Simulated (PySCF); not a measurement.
Run record: geometry optimisation, `[O]=[W]([OH])([OH])[OH]` (WO(OH)3) [radical].

Method: PBE0-D3(BJ)/def2-SVP geometry optimisation, gas phase, def2 core potentials past Kr (PySCF 2.14.0). Start geometry: GFN2-xTB. A driver script takes a list of jobs; this job's settings line and coordinates (Å) are shown.

Input:
```
{"job": {"xc": "PBE0", "basis": "def2-SVP", "d3": "d3bj", "grid": 1, "maxiter": 40, "kind": "geom"}, "charge": 0, "multiplicity": 2}
W     -0.164720    -0.039150     0.225740
O     -1.270950    -0.306150     1.469440
O      1.405100     0.327350    -0.632520
H      2.187170     0.506000    -1.160470
O     -0.672620     1.766490    -0.150530
H     -1.378930     2.285210     0.264420
O      0.152300    -1.875920    -0.202600
H     -0.257350    -2.663830     0.186520
```

Output:
```
step   0  E = -369.33771779  max force = 0.048335
step   1  E = -369.34661896  max force = 0.024805
step   2  E = -369.34400247  max force = 0.024312
step   3  E = -369.34898407  max force = 0.013575
step   4  E = -369.35413968  max force = 0.026040
step   5  E = -369.35787571  max force = 0.009672
step   6  E = -369.36331837  max force = 0.007033
step   7  E = -369.36579395  max force = 0.012167
step   8  E = -369.36646576  max force = 0.010368
step   9  E = -369.36921103  max force = 0.006099
step  10  E = -369.37012770  max force = 0.006197
step  11  E = -369.37074775  max force = 0.003270
step  12  E = -369.37096568  max force = 0.002406
step  13  E = -369.37110920  max force = 0.002572
step  14  E = -369.37122637  max force = 0.003266
step  15  E = -369.37128196  max force = 0.001072
step  16  E = -369.37131161  max force = 0.001196
step  17  E = -369.37132819  max force = 0.000808
step  18  E = -369.37134216  max force = 0.000406
optimisation converged
```

Energies in Eh; «max force» is the largest Cartesian gradient component in Eh/bohr.

Q: At which steps does the energy rise by more than 1e-5 Eh?

A: At step 2 (+2.62 mEh).

Q: How much energy does the optimisation release, in eV?

A: E(step 0) − E(last step) = 0.033624 Eh, which is 0.915 eV.

Summary of the converged run: final energy -369.37134 Eh after 18 steps; dipole 0.84 D.

Time: 3.0 min wall. Hardware: Arm Neoverse V1, one thread, on a shared host.
Labels such as C1 count atoms from 1, the log's own numbers from 0.

Neither the SCF state along the optimisation nor the shape of the open-shell metal species was proved the lowest: other solutions of the same spin, or a structure of lower symmetry, can lie below.
